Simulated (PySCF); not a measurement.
Which level of theory gave which numbers?

[Cu(CN)2]-, C2CuN2 (charge -1 and singlet state).
Cartesian coordinates in Å at the PBE0-D3(BJ)/def2-SVP level; atoms count from 1:
```xyz
5
C2CuN2 angstrom
Cu     0.0029    0.0022    0.0000
C      0.0033    0.0108    1.8852
N     -0.0030    0.0149    3.0530
C     -0.0001   -0.0092   -1.8852
N     -0.0030   -0.0188   -3.0530
```

The closed-shell ground state was solved 3 times with PySCF (density fitting, gas phase), always in the pcSseg-1 (pcSseg-2 on Cu) basis (141 functions), with these functionals: B3LYP, PBE and PBE0. The geometry's basis has no diffuse functions, a weakness for an anion. No diffuse functions stand in pcSseg-1 (pcSseg-2 on Cu), which bears on an anion's orbital energies.

```
row  total energy (Eh)  HOMO (eV)  LUMO (eV)
  P         -1825.9013      -2.97       4.45
  Q         -1826.4319      -2.76       4.23
  R         -1825.9265      -1.50       3.47
```

Which functional belongs to which row?

P = PBE0, Q = B3LYP, R = PBE. By rising HOMO–LUMO gap: PBE (GGA) 4.97 eV; B3LYP (global hybrid, 20 % exact exchange) 6.99 eV; PBE0 (global hybrid, 25 % exact exchange) 7.42 eV. Total energies of different functionals aren't bounds to one another; each is stationary for its own functional.
